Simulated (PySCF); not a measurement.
From one molecule to another.

First species: C7H13ClOSi.
InChI=1S/C7H13ClOSi/c1-7(6(8)9)3-2-5(10)4-7/h5H,2-4H2,1,10H3/t5-,7-/m1/s1

Second species: 4-chlorobenzonitrile, C7H4ClN.
Bonds: N1–C2 (triple), C2–C3, C3–C4 (aromatic), C4–C5 (aromatic), C5–C6 (aromatic), C6–Cl7, C6–C8 (aromatic), C8–C9 (aromatic), C3–C9 (aromatic). Hydrogens: H10 on C4; H11 on C5; H12 on C8; H13 on C9.

Levels: PBE0/pcSseg-1 for HOMO energy, LUMO energy and HOMO–LUMO gap. Geometries: GFN2-xTB. Each species is one conformer at its optimised geometry, gas phase, non-relativistic unless stated; the electronic structure was computed with PySCF and density fitting.

Values for the first species:

- HOMO energy: -8.36 eV
- LUMO energy: -0.94 eV
- HOMO–LUMO gap: 7.42 eV

Problem. Estimate the same properties for the second species, and the change in each.

Solution. 
```
     property     first    second  second less first
  HOMO energy  -8.36 eV  -7.75 eV           +0.61 eV
  LUMO energy  -0.94 eV  -1.87 eV           -0.93 eV
HOMO–LUMO gap   7.42 eV   5.88 eV           -1.54 eV
```

